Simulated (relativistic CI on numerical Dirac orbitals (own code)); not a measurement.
## Crystal-field levels of Ni2+, 3d8

Calculated by Dirac-Coulomb-Breit CI, KLI orbitals optimised for each configuration, a model potential for QED, one configuration in a parametric crystal field, unscaled Slater integrals (own radial code). With so little scaling, terms lie 10 to 35 % too far apart, which can change the order of excited levels.

Field parameters in Wybourne normalisation: Oh B⁴₀ = 21Dq, B⁴₄ = √(5/14) B⁴₀. The field is a parameter set, without covalency.

S is read from ⟨S²⟩ = S(S + 1).

Levels (cm⁻¹, degeneracy): 0 (3), 19634 (2), 23901 (3), 23982 (2), 24245 (3), 24420 (1), 34336 (1), 35835 (3), 36166 (1), 36194 (3), 36251 (2), 43425 (3).

Task: Which field gives this pattern?
A. Oh, 10Dq = 24050 cm⁻¹
B. Oh, 10Dq = 26650 cm⁻¹
C. Oh, 10Dq = 11050 cm⁻¹
D. Oh, 10Dq = 18850 cm⁻¹

Result: A. Oh, 10Dq = 24050 cm⁻¹, ground level with S = 1.00.
